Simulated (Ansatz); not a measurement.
A nudged elastic band was laid between two geometries of C3H9B (13 atoms, charge 0, multiplicity 1).

All numbers below come from Ansatz, RKS PBE-D4/6-31G.

```
movable images  : 9
climbing image  : yes
spring          : 5.0 eV/Å²
optimiser       : quadratic models (default)
start path      : IDPP
force threshold : 0.03 eV/Å
iteration limit : 60
end points      : relaxed
```

First end point:

```xyz
13
Properties=species:S:1:pos:R:3
C -0.952 1.238 0.812
B 0.523 0.727 0.647
C 0.976 -0.496 -0.234
C -0.105 -1.293 -0.989
H -1.018 2.271 0.408
H -1.209 1.343 1.885
H -1.724 0.624 0.318
H 1.398 1.333 1.237
H 1.568 -1.170 0.427
H 1.745 -0.114 -0.943
H -0.843 -1.727 -0.289
H 0.325 -2.125 -1.575
H -0.662 -0.646 -1.689
```

Last end point:

```xyz
13
Properties=species:S:1:pos:R:3
C 0.687 1.640 1.139
B -0.262 0.588 0.459
C 0.281 -0.592 -0.429
C -0.756 -1.529 -1.077
H 0.535 1.623 2.238
H 0.393 2.666 0.834
H 1.763 1.506 0.932
H -1.458 0.699 0.643
H 0.989 -1.174 0.207
H 0.950 -0.151 -1.203
H -1.383 -2.015 -0.309
H -0.284 -2.328 -1.678
H -1.435 -0.967 -1.742
```

Problem. What changes between the two ends?

Solution. No bond is made or broken. The dihedral H8–B2–C3–C4 goes from 180 to 2°.

Problem. Give the energies along the band, and the barrier.

Solution. The forces met the threshold. The highest image is number 4 of 0 to 10, 0.063 eV above the first end and 0.049 eV above the last; the last end lies 0.014 eV above the first. A vibrational analysis at the climbing image gives one clearly imaginary mode, 82i cm⁻¹: a first-order saddle point. Limits of this set-up: no polarisation functions.

```csv
image,path coordinate (Å),energy (eV),dihedral H8–B2–C3–C4 (°)
0,0.00,0.000,180
1,0.71,0.004,172
2,1.42,0.023,158
3,2.14,0.052,137
4,2.85,0.063,112
5,3.59,0.055,90
6,4.34,0.054,72
7,5.08,0.047,55
8,5.82,0.028,38
9,6.56,0.014,21
10,7.31,0.014,2
```

Problem. What is the geometry of the highest image?

Solution. 
```xyz
13
Properties=species:S:1:pos:R:3:forces:R:3
C -0.740 1.603 0.322 0.01 0.00 0.00
B 0.438 0.632 0.697 -0.01 -0.01 0.00
C 0.943 -0.496 -0.284 0.00 0.01 0.00
C -0.161 -1.579 -0.481 0.00 0.00 0.00
H -0.370 2.649 0.354 0.00 0.00 0.00
H -1.536 1.566 1.094 0.00 0.00 0.00
H -1.199 1.428 -0.667 0.00 0.00 0.00
H 0.944 0.760 1.794 0.00 0.00 0.00
H 1.876 -0.980 0.057 0.00 0.00 0.00
H 1.154 -0.043 -1.277 0.00 0.00 0.00
H -0.398 -2.091 0.469 0.00 0.00 0.00
H 0.165 -2.351 -1.200 0.00 0.00 0.00
H -1.096 -1.133 -0.863 0.00 0.00 0.00
```

Problem. What are the harmonic wavenumbers there?

Solution. 82i, 95, 200, 207, 373, 632, 742, 751, 873, 886, 960, 1011, 1052, 1080, 1208, 1256, 1291, 1336, 1408, 1457, 1463, 1471, 1504, 1510, 2521, 2942, 2949, 2978, 3015, 3022, 3058, 3059, 3066 cm⁻¹.

The run took 2.7 min on 1 thread of Arm Neoverse V2, on a shared host, peak memory 0.11 GiB.
